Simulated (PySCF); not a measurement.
Structure problem from calculated spectra and properties.

Formula: C4H7N3Si.

| Item | Value |
| --- | --- |
| UV, first state | lowest singlet excitation: 4.78 eV (259 nm, f = 0.004) [TDDFT PBE0/def2-SVPD] |
| 13C NMR | chemical shifts (computed TMS as zero) by class: 146.8 (1 C), 134.7 (1 C), 129.8 (1 C), 112.1 (1 C) ppm [GIAO PBE0/pcSseg-1] |
| UV, strongest line | among the 8 lowest singlet transitions: S3 at 5.76 eV (215 nm, f = 0.224) [TDDFT PBE0/def2-SVPD] |
| Polarisability | 95.5 au [PBE0/def2-SVPD] |
| Dipole | 3.90 D [PBE0/def2-SVPD] |
| Rotational structure | rotational constants A, B, C: 2.427, 1.621, 0.983 GHz [GFN2-xTB] |
| Triplet | lowest triplet excitation (Tamm–Dancoff): 3.56 eV [TDA PBE0/def2-SVPD] |

The electronic properties come from PySCF, for the isolated species, density fitting. Levels stand in brackets. One conformer (not necessarily the lowest) at the GFN2-xTB geometry, without solvent, vibrations or thermal averaging. NMR classes are plain means over equivalent atoms (diastereotopic ones count apart unless rotation or inversion swaps them), as if these changed places fast.

**Question.** Give a SMILES that accounts for the data.

**Answer.** Numbering: `[CH2:1]=[CH:2][n:3]1[n:4][n:5][cH:6][c:7]1[SiH3:8]`. Its formula, C4H7N3Si, gives 4 degrees of unsaturation: 1 ring and 3 π bonds in the structure found (Kekulé form). 4 carbons fall into 4 classes; from least to most shielded: aromatic CH next to a ring nitrogen [C6] (146.8 ppm), vinylic carbon bearing nitrogen [C2] (134.7 ppm), substituted aromatic carbon [C7] (129.8 ppm), terminal =CH2 carbon [C1] (112.1 ppm). S1 is mainly HOMO−1→LUMO (weight 0.98); the largest Löwdin shares of the orbital it empties are 0.47 on a pyridine-type nitrogen, 0.27 on a pyridine-type nitrogen, 0.10 on the aromatic CH next to a ring nitrogen and 0.09 on the pyrrole-type nitrogen, of the orbital it fills 0.18 on the terminal =CH2 carbon, 0.16 on a pyridine-type nitrogen, 0.13 on the vinylic carbon bearing nitrogen and 0.13 on the substituted aromatic carbon. The optimised geometry has point group Cs and is an asymmetric top. Structure: `n1cc([SiH3])n(C=C)n1`. Computed isomers that give other values at the same levels: `Cc1cc([SiH3])nnn1` (13C chemical shifts (computed TMS as zero) by class: 164.8 (1 C), 160.9 (1 C), 130.4 (1 C), 24.6 (1 C) ppm); `[SiH3]Nc1ccnnc1` (13C chemical shifts (computed TMS as zero) by class: 154.0 (1 C), 148.5 (1 C), 141.7 (1 C), 115.5 (1 C) ppm); `C=Cn1ncc([SiH3])n1` (13C chemical shifts (computed TMS as zero) by class: 147.8 (1 C), 141.6 (1 C), 139.4 (1 C), 110.3 (1 C) ppm). The assignments are read from this structure; whether some other isomer fits the data as well wasn't checked.

The values belong to the conformer `[CH2:1]=[CH:2][n:3]1[n:4][n:5][cH:6][c:7]1[SiH3:8]`: C1–C2–N3–N4 0°.
